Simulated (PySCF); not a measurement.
CH₆MoN₂OS, SMILES C[O][Mo](=[NH])(=[NH])[SH], multiplicity 1.

Geometry: PBE0-D3(BJ)/def2-SVP. The spin state was assumed, not searched. The def2 effective core potentials stand for the cores of Mo; spin–orbit coupling is left out. Other conformers were not sampled.

The numbers are results of PBE0-D3(BJ)/def2-SVP (PySCF), not measurements.

Frequencies are harmonic and unscaled.

```csv
mode,ν (cm⁻¹),IR (km/mol),moving atoms (share of kinetic energy)
1,45,4.1,"C 34 %, H 25 %, O 14 %, S 14 %"
2,95,0.9,"H 70 %, C 12 %"
3,102,0.7,"H 47 %, C 18 %, N 16 %, S 8 %"
4,160,5.8,"N 31 %, O 20 %, S 20 %, H 15 %, Mo 9 %"
5,173,2.2,"N 46 %, H 20 %, S 17 %, Mo 8 %"
6,230,1.5,"O 32 %, H 26 %, N 23 %, S 9 %, Mo 9 %"
7,261,18.8,"H 32 %, O 24 %, N 18 %, S 13 %"
8,289,25.9,"H 60 %, N 25 %"
9,294,15.0,"N 48 %, H 28 %, O 16 %"
10,363,259.7,"H 87 %, N 12 %"
11,396,11.0,"S 56 %, Mo 29 %, H 9 %"
12,576,20.2,"H 41 %, O 31 %, C 12 %, N 8 %"
13,605,72.7,"H 64 %, O 12 %, N 9 %, Mo 8 %"
14,651,92.1,"H 74 %, N 10 %"
15,680,83.1,"H 75 %, N 19 %"
16,754,59.4,"H 70 %, N 28 %"
17,1006,129.1,"N 74 %, Mo 18 %"
18,1037,76.8,"N 81 %, Mo 11 %"
19,1166,23.2,"H 73 %, C 20 %"
20,1172,12.4,"H 74 %, C 20 %"
21,1205,389.4,"O 54 %, C 37 %"
22,1458,13.3,H 92 %
23,1464,7.2,H 93 %
24,1468,14.1,H 96 %
25,2704,1.0,H 97 %
26,3018,91.1,H 98 %
27,3112,25.9,"H 90 %, C 10 %"
28,3123,18.3,"H 90 %, C 10 %"
29,3624,145.9,H 93 %
30,3647,192.5,H 92 %
```
